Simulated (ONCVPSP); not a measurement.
**Plane-wave convergence, ONCV potential for K**

- Element: K
- Generator: ONCVPSP 4.0.1
- Type: optimised norm-conserving Vanderbilt (ONCV)
- Functional: PW91
- Relativity: scalar-relativistic
- Frozen core: [Ar]
- Valence charge: 1
- Reference configuration: 4s1
- Partial waves: 4s: rc 3.90 bohr, ncon 4, nbas 8, qcut 1.5 1/bohr, 2 projectors, debl 1.7 Ha; p scattering state at 0.1 Ha: rc 3.60 bohr, ncon 4, nbas 7, qcut 2.6 1/bohr, 2 projectors, debl 2.7 Ha; d scattering state at 0.27 Ha: rc 3.05 bohr, ncon 5, nbas 8, qcut 3.6 1/bohr, 3 projectors, debl 0.6 Ha
- Local potential: polynomial inside 2.30 bohr (lpopt 5, dvloc0 0 Ha)
- Core correction: polynomial model core, fcfact 0.4

**Question.** For each optimised wave give the share of its norm inside rc, the residual kinetic energy above qcut (Ha) and the cutoffs (Ha) for errors of 10, 1, 0.1 and 0.01 mHa per electron.

**Answer.**

| wave | norm inside rc | residual KE | 10 mHa | 1 mHa | 0.1 mHa | 0.01 mHa |
| --- | --- | --- | --- | --- | --- | --- |
| 4s | 0.312 | 6.2e-04 | 0.2 | 1.0 | 5.5 | 10.8 |
| s projector 2 | 0.244 | 3.2e-01 | 5.5 | 13.8 | 16.6 | 20.7 |
| p projector 1 | 0.355 | 2.6e-05 | 0.6 | 1.6 | 2.6 | 9.4 |
| p projector 2 | 0.184 | 9.9e-02 | 6.8 | 13.7 | 16.2 | 19.4 |
| d projector 1 | 0.332 | 8.9e-03 | 6.5 | 20.0 | 24.9 | 27.6 |
| d projector 2 | 0.249 | 3.9e-02 | 8.0 | 24.5 | 30.9 | 34.5 |
| d projector 3 | 0.236 | 9.0e-02 | 9.1 | 33.2 | 40.7 | 44.3 |

The occupied waves need 1.0 Ha and 5.5 Ha for 1 and 0.1 mHa. The cutoffs count occupied waves only; projector 3 of the d channel, the hardest unoccupied one, needs 33 Ha at the loose tolerance. Note: no bound ghost flagged; GHOST(+) flagged for s at 37.6 eV, d at 40.4 eV, p at 84.6 eV, d at 595.2 eV.
